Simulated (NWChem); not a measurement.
Program: NWChem. System: C2H4F2OSi, charge 0, spin multiplicity 1, displaced from the optimised geometry. The structure started from a generated list of species.

Job file:

```
start mol
memory heap 200 mb stack 800 mb global 1000 mb
geometry units angstroms nocenter noautoz noautosym
  O      1.833313     0.383381    -1.705243
  C      1.817734     0.081656    -0.509754
  Si     0.115565    -0.496223     0.274689
  F      0.257028    -0.471681     1.928934
  C     -1.216871     0.748093    -0.337717
  F     -2.513335     0.250297    -0.131451
  H      2.778977     0.137317     0.114919
  H     -0.207844    -1.913746    -0.156762
  H     -1.046206     0.928819    -1.437800
  H     -1.107749     1.741649     0.183428
end
basis spherical
  * library def2-svp
end
dft
  xc b3lyp
  semidirect memsize 60000000 filesize 0
  iterations 100
  convergence nodiis damp 40
end
task dft gradient
```

The output up to the point where the run's verdict is printed (cleaned and shortened):

```
             Northwest Computational Chemistry Package (NWChem) 7.3.0
             --------------------------------------------------------

                                NWChem Input Module
                                -------------------

 Scaling coordinates for geometry "geometry" by  1.889725989
 (inverse scale =  0.529177249)

                             Geometry "geometry" -> ""
                             -------------------------

 Output coordinates in angstroms (scale by  1.889725989 to convert to a.u.)

  No.       Tag          Charge          X              Y              Z
 ---- ---------------- ---------- -------------- -------------- --------------
    1 O                    8.0000     1.83331300     0.38338100    -1.70524300
    2 C                    6.0000     1.81773400     0.08165600    -0.50975400
    3 Si                  14.0000     0.11556500    -0.49622300     0.27468900
    4 F                    9.0000     0.25702800    -0.47168100     1.92893400
    5 C                    6.0000    -1.21687100     0.74809300    -0.33771700
    6 F                    9.0000    -2.51333500     0.25029700    -0.13145100
    7 H                    1.0000     2.77897700     0.13731700     0.11491900
    8 H                    1.0000    -0.20784400    -1.91374600    -0.15676200
    9 H                    1.0000    -1.04620600     0.92881900    -1.43780000
   10 H                    1.0000    -1.10774900     1.74164900     0.18342800

 Effective nuclear repulsion energy (a.u.)     288.5317671553

            Nuclear Dipole moment (a.u.)
            ----------------------------
        X                 Y               Z
 ---------------- ---------------- ----------------
     0.0000132281     0.0000056692     0.0000151178


 Summary of "ao basis" -> "" (spherical)
 ------------------------------------------------------------------------------
       Tag                 Description            Shells   Functions and Types
 ---------------- ------------------------------  ------  ---------------------
 *                          def2-svp                  on all atoms
[...]
 d= 0,ls=0.0         52   -362.9626733304 -2.50D+01  4.18D-01              43.1
 d= 0,ls=0.0         53   -337.9253770574  2.50D+01  4.18D-01              43.9
 d= 0,ls=0.0         54   -362.9626733304 -2.50D+01  4.18D-01              44.6
 d= 0,ls=0.0         55   -337.9253770574  2.50D+01  4.18D-01              45.3
 d= 0,ls=0.0         56   -362.9626733304 -2.50D+01  4.18D-01              46.0
 d= 0,ls=0.0         57   -337.9253770574  2.50D+01  4.18D-01              46.7
 d= 0,ls=0.0         58   -362.9626733304 -2.50D+01  4.18D-01              47.5
 d= 0,ls=0.0         59   -337.9253770574  2.50D+01  4.18D-01              48.2
 d= 0,ls=0.0         60   -362.9626733304 -2.50D+01  4.18D-01              48.9
 d= 0,ls=0.0         61   -337.9253770574  2.50D+01  4.18D-01              49.6
 d= 0,ls=0.0         62   -362.9626733304 -2.50D+01  4.18D-01              50.3
 d= 0,ls=0.0         63   -337.9253770574  2.50D+01  4.18D-01              51.0
 d= 0,ls=0.0         64   -362.9626733304 -2.50D+01  4.18D-01              51.7
 d= 0,ls=0.0         65   -337.9253770574  2.50D+01  4.18D-01              52.6
 d= 0,ls=0.0         66   -362.9626733304 -2.50D+01  4.18D-01              53.3
 d= 0,ls=0.0         67   -337.9253770574  2.50D+01  4.18D-01              54.0
 d= 0,ls=0.0         68   -362.9626733304 -2.50D+01  4.18D-01              54.7
 d= 0,ls=0.0         69   -337.9253770574  2.50D+01  4.18D-01              55.4
 d= 0,ls=0.0         70   -362.9626733304 -2.50D+01  4.18D-01              56.1
 d= 0,ls=0.0         71   -337.9253770574  2.50D+01  4.18D-01              56.9
 d= 0,ls=0.0         72   -362.9626733304 -2.50D+01  4.18D-01              57.7
 d= 0,ls=0.0         73   -337.9253770574  2.50D+01  4.18D-01              58.5
 d= 0,ls=0.0         74   -362.9626733304 -2.50D+01  4.18D-01              59.3
 d= 0,ls=0.0         75   -337.9253770574  2.50D+01  4.18D-01              60.1
 d= 0,ls=0.0         76   -362.9626733304 -2.50D+01  4.18D-01              60.9
 d= 0,ls=0.0         77   -337.9253770574  2.50D+01  4.18D-01              61.7
 d= 0,ls=0.0         78   -362.9626733304 -2.50D+01  4.18D-01              62.5
 d= 0,ls=0.0         79   -337.9253770574  2.50D+01  4.18D-01              63.3
 d= 0,ls=0.0         80   -362.9626733304 -2.50D+01  4.18D-01              64.0
 d= 0,ls=0.0         81   -337.9253770574  2.50D+01  4.18D-01              64.9
 d= 0,ls=0.0         82   -362.9626733304 -2.50D+01  4.18D-01              65.7
 d= 0,ls=0.0         83   -337.9253770574  2.50D+01  4.18D-01              66.4
 d= 0,ls=0.0         84   -362.9626733304 -2.50D+01  4.18D-01              67.2
 d= 0,ls=0.0         85   -337.9253770574  2.50D+01  4.18D-01              68.0
 d= 0,ls=0.0         86   -362.9626733304 -2.50D+01  4.18D-01              68.8
 d= 0,ls=0.0         87   -337.9253770574  2.50D+01  4.18D-01              69.5
 d= 0,ls=0.0         88   -362.9626733304 -2.50D+01  4.18D-01              70.3
 d= 0,ls=0.0         89   -337.9253770574  2.50D+01  4.18D-01              71.0
 d= 0,ls=0.0         90   -362.9626733304 -2.50D+01  4.18D-01              71.8
 d= 0,ls=0.0         91   -337.9253770574  2.50D+01  4.18D-01              72.6
 d= 0,ls=0.0         92   -362.9626733304 -2.50D+01  4.18D-01              73.4
 d= 0,ls=0.0         93   -337.9253770574  2.50D+01  4.18D-01              74.2
 d= 0,ls=0.0         94   -362.9626733304 -2.50D+01  4.18D-01              75.0
 d= 0,ls=0.0         95   -337.9253770574  2.50D+01  4.18D-01              75.8
 d= 0,ls=0.0         96   -362.9626733304 -2.50D+01  4.18D-01              76.7
 d= 0,ls=0.0         97   -337.9253770574  2.50D+01  4.18D-01              77.5
 d= 0,ls=0.0         98   -362.9626733304 -2.50D+01  4.18D-01              78.2
 d= 0,ls=0.0         99   -337.9253770574  2.50D+01  4.18D-01              79.0
 d= 0,ls=0.0        100   -362.9626733304 -2.50D+01  4.18D-01              79.7
```

Convergence was not reached. The next line reads: Calculation failed to converge. NWChem stopped with the message: dft gradient failed.
